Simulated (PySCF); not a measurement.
Circular dichroism: `InChI=1S/C5H6F2O/c6-2-3-1-4(8)5(3)7/h3,5H,1-2H2/t3-,5+/m1/s1`

Geometry (Å), atoms numbered from 1 in this order:
```xyz
14

O     2.610    0.783   -0.451
C     1.582    0.353   -0.034
C     0.857   -0.972   -0.133
C    -0.414   -0.295    0.424
C    -1.471   -0.017   -0.635
F    -2.051   -1.195   -1.029
C     0.422    0.960    0.769
F    -0.078    2.162    0.352
H     0.778   -1.378   -1.140
H     1.283   -1.737    0.512
H    -0.875   -0.791    1.278
H    -1.032    0.441   -1.527
H    -2.268    0.621   -0.242
H     0.658    1.064    1.834
```

Theory: TDDFT CAM-B3LYP/aug-cc-pVDZ circular dichroism and optical rotation, one conformer, gas phase (PySCF 2.14.0). Geometry: GFN2-xTB.

The molecule is flexible and this is one conformer; a measurement averages over conformers.

**Question.** Assign R or S to each stereocentre.

**Answer.** C4 R, C7 S.

**Question.** Which excitations and rotatory strengths does the calculation give?

**Answer.** Rotatory strengths R in 10⁻⁴⁰ esu² cm², velocity form and length form (origin at the centre of mass); f in length form.
```csv
state,E (eV),λ (nm),f,R (velocity),R (length),main
1,3.98,311,9e-05,-2.8,-3.7,"HOMO→LUMO 0.85, HOMO→LUMO+1 0.08"
2,6.83,182,0.023,+2.3,+2.5,"HOMO→LUMO+1 0.68, HOMO→LUMO+4 0.12"
3,7.00,177,0.008,+3.8,+3.9,"HOMO−1→LUMO 0.78, HOMO−3→LUMO 0.12"
4,7.26,171,0.004,-3.5,-3.3,"HOMO−2→LUMO 0.60, HOMO−4→LUMO 0.18"
5,7.43,167,0.004,+0.2,+0.1,"HOMO→LUMO+3 0.43, HOMO→LUMO+2 0.27"
6,7.58,164,0.005,+6.9,+7.1,"HOMO→LUMO+4 0.36, HOMO→LUMO+3 0.29"
7,7.73,160,0.002,-6.5,-6.6,"HOMO→LUMO+2 0.47, HOMO→LUMO+4 0.15"
8,7.97,156,0.007,+2.0,+2.2,"HOMO−3→LUMO 0.64, HOMO−1→LUMO 0.10"
9,8.27,150,0.005,-4.8,-4.7,"HOMO→LUMO+5 0.40, HOMO→LUMO+9 0.16"
10,8.46,146,0.016,-6.1,-6.5,"HOMO→LUMO+6 0.54, HOMO→LUMO+5 0.24"
11,8.50,146,0.001,+0.2,+0.3,"HOMO−4→LUMO 0.22, HOMO−6→LUMO 0.15"
12,8.64,144,0.008,-13.2,-13.2,"HOMO→LUMO+7 0.58, HOMO→LUMO+4 0.10"
```

Among the states computed, the strongest CD band (largest |R|) is state 12. The largest dissymmetry factor in size, g = 4R/(D+G), with D and G the electric and magnetic dipole strengths, is -0.21 for state 1 (velocity form, f = 8e-05), among bands with |R| over 0.5. The mirror image has the same energies and oscillator strengths and all R with the opposite sign.
